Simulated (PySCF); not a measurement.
Excitations are Tamm–Dancoff values on a coarser integration grid. The basis has no diffuse functions, so Rydberg states are missing or too high.

Cartesian coordinates (Å):
```xyz
13

Si    -2.1387     0.1166    -0.3808
C     -0.4719    -0.5593     0.1860
N      0.6214     0.1678    -0.4387
Si     2.1842     0.2799     0.2680
H     -2.1705     0.1154    -1.8705
H     -2.3224     1.5115     0.0959
H     -3.2527    -0.7320     0.1235
H     -0.4267    -1.6459     0.0176
H     -0.4147    -0.4227     1.2724
H      0.5487     0.2338    -1.4418
H      2.0453     0.8494     1.6353
H      3.0007     1.1703    -0.5965
H      2.8979    -1.0255     0.4138
```
Charge 0, spin multiplicity 1.

Problem. Give the HOMO, T1 excitation (TDA), dipole moment, HOMO–LUMO gap and LUMO at the level PBE0-D4/def2-TZVP run with PySCF 2.14.0.

Solution. 
- HOMO: -6.83 eV
- T1 excitation (TDA): 5.33 eV
- dipole moment: 0.75 D
- HOMO–LUMO gap: 7.03 eV
- LUMO: 0.20 eV
